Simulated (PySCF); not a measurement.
**Continuum solvent and chemical shifts**

Structure with atom numbers: `[BH2:1][C:2]#[C:3][CH3:4]`. Each H is labelled by its parent atom.

GIAO PBE0/pcSseg-1 in PySCF on one PBE0-D3(BJ)/def2-SVP conformer, non-relativistic, equivalent nuclei averaged. Solvents enter as an IEF-PCM continuum (cyclohexane with ε = 2.0, chloroform with ε = 4.7) around the gas-phase geometry. Shifts are referred to BF3·OEt2, TMS computed in the same medium.

Gas phase, δ in ppm: B1 67.0, C3 160.0, C2 100.4, C4 8.5, H(B1) 6.67, H(C4) 2.42. Dipole moment 2.28 D.

Task: How does each δ change in the continuum?

Result: 
```
atoms                              environment  Δδ, cyclohexane  Δδ, chloroform
   B1                   boron bonded to C, 2 H             -0.4            -0.7
   C3                            alkyne carbon             +2.8            +4.9
   C2                            alkyne carbon             -0.4            -0.8
   C4                propargylic methyl carbon             +0.3            +0.5
H(B1)          hydrogen on a boron bonded to C            -0.04           -0.07
H(C4)  hydrogen on a propargylic methyl carbon            +0.09           +0.15
```

Changes are relative to the gas phase. The dipole moment becomes 2.57 D in cyclohexane, 2.79 D in chloroform.

Task: Which nuclei move most (in ppm), and what does the model miss?

Result: C3 (alkyne carbon, +4.9 ppm) in chloroform. A continuum only polarises the solute; specific hydrogen bonds, the anisotropy of aromatic solvents and changes of geometry or conformer are outside it.
